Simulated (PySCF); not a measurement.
**Deuteron quadrupole couplings in `C[N+]1(C)[BH2-]CC[C@H]1O[SiH3]`**

Compound: C₅H₁₆BNOSi.
Geometry (PBE0-D3(BJ)/def2-SVP, Å), atoms numbered from 1 in this order:
```xyz
25
C5H16BNOSi angstrom
C     -0.6736   -0.8489    1.4968
N     -0.8607   -0.3768    0.1138
C     -1.3630   -1.4749   -0.7189
B     -1.8364    0.9560    0.0864
C     -0.7707    2.1089    0.5447
C      0.6253    1.5104    0.2814
C      0.3942    0.1924   -0.4439
O      1.4146   -0.7517   -0.3446
Si     2.9623   -0.5604   -0.9528
H     -1.6256   -1.2633    1.8478
H     -0.4083   -0.0057    2.1438
H      0.1167   -1.6119    1.5361
H     -1.5004   -1.1088   -1.7436
H     -2.3372   -1.7966   -0.3298
H     -0.6547   -2.3167   -0.7097
H     -2.1801    1.0572   -1.0898
H     -2.7848    0.7213    0.8250
H     -0.8623    2.3973    1.6040
H     -0.9203    3.0317   -0.0348
H      1.1816    1.3018    1.2105
H      1.2810    2.1519   -0.3291
H      0.1584    0.3900   -1.5053
H      2.8888   -0.1169   -2.3790
H      3.7377    0.4466   -0.1697
H      3.6052   -1.8967   -0.8465
```

Level: PBE0/pcSseg-1 (PySCF, non-relativistic); Q(2H) = 0.00286 b; rigid geometry, the same for H and D, with no vibrational averaging.

Problem. Rank these positions by the coupling χzz of a deuteron there, largest first.
A. H22 (methine hydrogen)
B. H23 (Si–H hydrogen)
C. H18 (methylene hydrogen)
D. H13 (methyl hydrogen)
E. H16 (B–H hydrogen)

Solution. C (200 kHz), D (194 kHz), A (178 kHz), E (126 kHz), B (91 kHz).

Problem. Give the electric field gradient Vzz (the principal value of largest size), its asymmetry and the 2H coupling at each hydrogen.

Solution. 
| atom | bonded to | bond length (Å) | Vzz (au) | η | χzz (kHz) |
| --- | --- | --- | --- | --- | --- |
| H10 | C1 | 1.096 | 0.2915 | 0.08 | 196 |
| H11 | C1 | 1.095 | 0.2916 | 0.08 | 196 |
| H12 | C1 | 1.099 | 0.2847 | 0.06 | 191 |
| H13 | C3 | 1.097 | 0.2894 | 0.08 | 194 |
| H14 | C3 | 1.097 | 0.2894 | 0.07 | 194 |
| H15 | C3 | 1.100 | 0.2837 | 0.06 | 191 |
| H16 | B4 | 1.230 | 0.1881 | 0.11 | 126 |
| H17 | B4 | 1.225 | 0.1936 | 0.10 | 130 |
| H18 | C5 | 1.102 | 0.2970 | 0.07 | 200 |
| H19 | C5 | 1.100 | 0.2994 | 0.06 | 201 |
| H20 | C6 | 1.103 | 0.2855 | 0.01 | 192 |
| H21 | C6 | 1.102 | 0.2891 | 0.03 | 194 |
| H22 | C7 | 1.105 | 0.2641 | 0.05 | 178 |
| H23 | Si9 | 1.495 | 0.1357 | 0.05 | 91 |
| H24 | Si9 | 1.493 | 0.1372 | 0.04 | 92 |
| H25 | Si9 | 1.487 | 0.1414 | 0.03 | 95 |

Problem. Average by the element that carries the hydrogen.

Solution. on C: 193 kHz over 11 positions, mean bond length 1.100 Å; on B: 128 kHz over 2 positions, mean bond length 1.227 Å; on Si: 93 kHz over 3 positions, mean bond length 1.492 Å.

Problem. How does χzz go with the bond length over the 11 C–H bonds?

Solution. A straight-line fit has a slope of -10.7 kHz for each 0.01 Å, with a correlation coefficient of -0.53, over lengths from 1.095 to 1.105 Å.

One conformer (not necessarily the lowest) at the PBE0-D3(BJ)/def2-SVP geometry, without solvent, vibrations or thermal averaging. The small basis limits the accuracy of the gradients.

These values come from a run that also computed NMR shieldings. Hardware: one thread, Arm Neoverse V2 (aarch64), shared host with 96 logical CPUs at a one-minute load of 74. Cost: 64 s of wall time, 1.2 GiB resident at most.
